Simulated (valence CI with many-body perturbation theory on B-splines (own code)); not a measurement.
**Missing levels of Ru21+**

Method: relativistic CI+MBPT: five valence electrons over a frozen Dirac-Fock core [Ar], radial functions for each j: 7 s, 7 p, 8 d, 6 f, 4 g, 1 h, with the one-electron correlation potential Σ1, the two-electron term Σ2, the three-electron term Σ3, Breit, model QED; selected CI, second order for the rest, scaled by the run's own slope (own B-spline code, finite nucleus).

No measured levels were compared; by estimate terms of the open shell hold to 2 to 4 % of their energy, and close levels can change places. Only levels of the ground parity were solved; by the run's estimate the other parity begins above the list, which can be wrong where configurations are misplaced.

| Level | E (cm⁻¹) |
| --- | --- |
| 3d⁵ ⁶S_5/2 | 0.0 |
| 3d⁵ ⁴G_5/2 [a] | ? |
| 3d⁵ ⁴G_7/2 | 103710 |
| 3d⁵ ⁴G_11/2 | 105870 |
| 3d⁵ ⁴P_3/2 | 108020 |
| 3d⁵ ⁴G_5/2 [b] | 108720 |
| 3d⁵ ⁴G_9/2 | 110140 |
| 3d⁵ ⁴P_1/2 | 118990 |
| 3d⁵ ⁴D_7/2 | 132360 |
| 3d⁵ ⁴D_5/2 | 141570 |
| 3d⁵ ⁴D_1/2 | ? |
| 3d⁵ ⁴D_3/2 | 151860 |
| 3d⁵ ²I_11/2 | 152450 |
| 3d⁵ ²I_13/2 | ? |
| 3d⁵ ²F_7/2 [a] | ? |
| 3d⁵ ²D_3/2 [a] | 167690 |
| 3d⁵ ²G_9/2 [a] | ? |
| 3d⁵ ²F_5/2 [a] | 171580 |
| 3d⁵ ⁴F_5/2 | 188440 |
| 3d⁵ ²H_9/2 | ? |

Names give the largest LS component (configuration and term), which can be under half, so a name can repeat, a term be missing and a line seem to break the LS rules; names also repeat where a configuration has a term twice. Letters in brackets count levels of one name in rising energy.

(1) The levels stand in rising order. What does the calculation give for the missing energies?

Results:

(1) 3d⁵ ⁴G_5/2 [a] 86460; 3d⁵ ⁴D_1/2 147820; 3d⁵ ²I_13/2 163830; 3d⁵ ²F_7/2 [a] 164340; 3d⁵ ²G_9/2 [a] 169420; 3d⁵ ²H_9/2 193470.
